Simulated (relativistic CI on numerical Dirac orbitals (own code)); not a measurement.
## The magnetic moment of free Tb³⁺ at 77 K

Problem. Tb³⁺ (4f⁸) has the ground term ⁷F, whose calculated levels (Dirac-Coulomb-Breit CI, one configuration, Slater integrals scaled by 0.75) lie at J = 0: 5589, J = 1: 5370, J = 2: 4915, J = 3: 4243, J = 4: 3269, J = 5: 2093, J = 6: 0 cm⁻¹. Find the effective moment at 77 K in LS coupling.

Working.
1. S = 3, L = 3. The ground level J = 6 has g_J = 3/2 + [S(S + 1) − L(L + 1)]/[2J(J + 1)] = 1.5000 and g_J√(J(J + 1)) = 9.72 μB.
2. kT = 53.5 cm⁻¹. Populations (2J + 1)e^(−E/kT)/Z: J = 6: 1.000.
3. The field also mixes neighbouring J. With F_J = [(S + L + 1)² − J²][J² − (S − L)²]/J, each level gains α_J = [F_(J+1)/(E_(J+1) − E_J) − F_J/(E_J − E_(J−1))]/[6(2J + 1)], and μ²(J) = g_J²J(J + 1) + 3kT α_J.
4. Values of μ²(J): J = 6: 94.500 + 0.077.
5. The thermal average gives μ_eff = 9.73 μB, or χT = μ²/8 = 11.82 cm³ K mol⁻¹.

Check. With the measured levels of this term (Martin, Zalubas and Hagan, Atomic Energy Levels: The Rare-Earth Elements, NSRDS-NBS 60 (1978): 0: 5654, 1: 5432, 2: 4978, 3: 4292, 4: 3314, 5: 2052, 6: 0) the same steps give μ_eff = 9.73 μB. The computed ground level holds 94 % of ⁷F and has g = 1.4895, with g_s = 2.0023, relativistic corrections and term mixing, against 1.5000 above. The excited levels lie far above kT, so the ground-level formula is enough. A crystal field changes the moment at low temperature.
